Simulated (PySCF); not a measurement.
Copper: a sound run and one with changed settings

Sound run: Cu [Ar] 3d10 4s1, Cu⁺ [Ar] 3d10. Calculation: PySCF 2.14, in x2c-SVPall; the spin-free X2C one-electron Hamiltonian (Gaussian nucleus). In the sound run the correlated levels freeze [Ar]. The sound run starts from symmetry-adapted Hartree-Fock orbitals and uses a fine grid where one is needed.

Changed run: initial guess atom, at most 50 SCF cycles, level shift 0.5 hartree.

```json
{"species": "Cu", "method": "UHF", "sound run (hartree)": "-1652.84070", "changed run (hartree)": "-1652.84070", "converged": "yes"}
{"species": "Cu", "method": "B3LYP", "sound run (hartree)": "-1654.50629", "changed run (hartree)": "-1654.50629", "converged": "yes"}
{"species": "Cu", "method": "M06-L", "sound run (hartree)": "-1654.37294", "changed run (hartree)": "-1654.37294", "converged": "yes"}
{"species": "Cu", "method": "MP2", "sound run (hartree)": "-1653.13723", "changed run (hartree)": "-1653.08428", "converged": "yes"}
{"species": "Cu", "method": "CCSD(T)", "sound run (hartree)": "-1653.11673", "changed run (hartree)": "-1653.11673", "converged": "yes"}
{"species": "Cu⁺", "method": "UHF", "sound run (hartree)": "-1652.59959", "changed run (hartree)": "-1652.59959", "converged": "yes"}
{"species": "Cu⁺", "method": "B3LYP", "sound run (hartree)": "-1654.20672", "changed run (hartree)": "-1654.20672", "converged": "yes"}
{"species": "Cu⁺", "method": "M06-L", "sound run (hartree)": "-1654.08584", "changed run (hartree)": "-1654.08584", "converged": "yes"}
{"species": "Cu⁺", "method": "MP2", "sound run (hartree)": "-1652.87451", "changed run (hartree)": "-1652.82867", "converged": "yes"}
{"species": "Cu⁺", "method": "CCSD(T)", "sound run (hartree)": "-1652.85268", "changed run (hartree)": "-1652.85268", "converged": "yes"}
```

Ionisation energy of Cu:

| method | sound run (eV) | changed run (eV) |
| --- | --- | --- |
| UHF | 6.561 | 6.561 |
| B3LYP | 8.152 | 8.152 |
| M06-L | 7.812 | 7.812 |
| MP2 | 7.149 | 6.955 |
| SCS-MP2 | 7.070 | 6.898 |
| CCSD | 7.080 | 7.080 |
| CCSD(T) | 7.185 | 7.185 |

A level shift leaves the converged SCF energy unchanged but raises the virtual orbital energies, which shrinks MP2 if it is not removed.

For comparison, NIST gives 7.726 eV between the lowest levels.
